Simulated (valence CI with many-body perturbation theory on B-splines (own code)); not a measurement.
# Energy levels of Cu XXIII

Level of theory: configuration interaction combined with many-body perturbation theory (CI+MBPT): five valence electrons over a frozen Dirac-Fock core [He], a basis of 9 s, 9 p, 8 d, 6 f, 3 g, 1 h functions for each j, with the one-electron correlation potential Σ1, the two-electron term Σ2, the three-electron term Σ3, Breit, model QED; selected CI, second order for the rest (own B-spline code, finite nucleus).

No measured spectrum was set against this ion. As an estimate, levels of excited configurations hold to 0.05 to 0.15 % of their energy, terms of the ground configuration to about 0.5 %. Among the levels kept, up to 2100 cm⁻¹ of a level comes from second order outside the variational space, and about a tenth of that is noise between levels of different J, which matters for small intervals.

Levels 46 to 84 of 84, with energies above the lowest level, 2s²2p³ ⁴S°_3/2. "Leading %" is the weight of the configuration and term that name the level; weights of strongly mixed levels are sums over their largest components and can fall short. Lifetimes count E1, E2, E3, M1 and M2 decay at the calculated energies, and are blank where another channel may lead or the interval is too uncertain; long ones can be off by a factor of two.

```
No.  Configuration  Term    J  E (eV)  Leading %  Lifetime      g   Second component
 46       2s²2p²3d    ⁴F  7/2  1234.4         66   1.51 ps  1.282   28 % 2s²2p²3d ⁴D
 47       2s²2p²3d    ⁴F  5/2  1234.7         48    209 fs  1.029   35 % 2s²2p²3d ²F
 48       2s²2p²3d    ⁴D  1/2  1234.9         80    328 fs  0.185   14 % 2s²2p²3d ²P
 49       2s²2p²3d    ⁴D  3/2  1239.3         47   92.0 fs  1.249   27 % 2s²2p²3d ²P
 50       2s²2p²3d    ²F  7/2  1239.5         39   29.2 ps  1.217   30 % 2s²2p²3d ⁴D
 51       2s²2p²3d    ²F  5/2  1239.6         48   58.2 fs  1.175   32 % 2s²2p²3d ⁴P
 52       2s²2p²3d    ⁴F  9/2  1240.9         73    308 ps  1.273   26 % 2s²2p²3d ²G
 53        2s2p³3s   ⁴S°  3/2  1240.9         59    314 fs  1.682  21 % 2s²2p²3p ²P°
 54       2s²2p²3p   ²P°  3/2  1244.6         44    697 fs  1.495   20 % 2s2p³3s ⁴S°
 55       2s²2p²3d    ⁴D  5/2  1245.2         38   41.8 fs  1.368   29 % 2s²2p²3d ⁴P
 56       2s²2p²3d    ⁴P  3/2  1246.8         62   29.4 fs  1.517   16 % 2s²2p²3d ²P
 57       2s²2p²3p   ²P°  1/2  1247.2         90   8.68 ps  0.668   4 % 2s²2p²3p ⁴D°
 58       2s²2p²3d    ⁴P  1/2  1247.9         66   30.1 fs  2.269   18 % 2s²2p²3d ²S
 59       2s²2p²3d    ²P  1/2  1249.7         77   43.4 fs  0.737   13 % 2s²2p²3d ⁴D
 60       2s²2p²3p   ²P°  3/2  1250.8         75   6.73 ps  1.308  12 % 2s²2p²3p ²D°
 61       2s²2p²3d    ²F  7/2  1250.9         38   52.2 fs  1.108   36 % 2s²2p²3d ²G
 62       2s²2p²3d    ²D  5/2  1252.3         66   24.5 fs  1.108   29 % 2s²2p²3d ²F
 63       2s²2p²3d    ²D  3/2  1252.7         81   47.0 fs  0.852   10 % 2s²2p²3d ²P
 64        2s2p³3p    ⁶P  3/2  1257.6         89   4.44 ps  2.318     7 % 2s2p³3p ⁴P
 65        2s2p³3p    ⁶P  5/2  1258.7         81   1.07 ps  1.813    14 % 2s2p³3p ⁴P
 66        2s2p³3p    ⁶P  7/2  1262.6         58    758 fs  1.479   19 % 2s²2p²3d ²F
 67        2s2p³3p    ⁶P  7/2  1263.4         35    899 fs  1.351   27 % 2s²2p²3d ²F
 68       2s²2p²3d    ²G  9/2  1265.6         73    281 ps  1.167   25 % 2s²2p²3d ⁴F
 69       2s²2p²3d    ²D  3/2  1267.5         67   36.2 fs  0.961    9 % 2s²2p²3d ⁴P
 70       2s²2p²3d    ²D  5/2  1267.9         47   32.1 fs  1.174   21 % 2s²2p²3d ²F
 71        2s2p³3s   ⁴D°  1/2  1268.0         80    355 fs  0.261   11 % 2s2p³3s ²P°
 72        2s2p³3s   ⁴D°  3/2  1268.2         74    395 fs  1.312   16 % 2s2p³3s ⁴P°
 73        2s2p³3s   ⁴D°  5/2  1269.0         72    385 fs  1.425   19 % 2s2p³3s ⁴P°
 74       2s²2p²3d    ²P  1/2  1269.0         82   52.2 fs  0.801    5 % 2s²2p²3d ⁴D
 75       2s²2p²3d    ²F  7/2  1271.0         61   26.3 fs  1.081   28 % 2s²2p²3d ²G
 76        2s2p³3p    ⁴P  3/2  1271.0         84    141 fs  1.718     6 % 2s2p³3p ²P
 77        2s2p³3p    ⁴P  5/2  1271.7         79    121 fs  1.597    13 % 2s2p³3p ⁶P
 78        2s2p³3p    ⁴P  1/2  1273.0         92    144 fs  2.549                   
 79        2s2p³3s   ⁴D°  7/2  1274.5         98    350 fs  1.425                   
 80       2s²2p²3d    ²S  1/2  1274.9         72   39.1 fs  2.017   17 % 2s²2p²3d ⁴P
 81       2s²2p²3d    ²P  3/2  1276.1         74   32.7 fs  1.297   10 % 2s²2p²3d ⁴P
 82       2s²2p²3d    ²D  5/2  1276.6         59   32.9 fs  1.098   32 % 2s²2p²3d ²F
 83        2s2p³3s   ²D°  3/2  1278.0         70    305 fs  0.975   17 % 2s2p³3s ²P°
 84        2s2p³3s   ²D°  5/2  1282.9         80    261 fs  1.243   11 % 2s2p³3s ⁴D°
```

Names give the largest LS component (configuration and term), which can be under half, so a name can repeat, a term be missing and a line seem to break the LS rules; names also repeat where a configuration has a term twice.

Where two levels of one J and parity lie close, their mixing, g and order are uncertain.
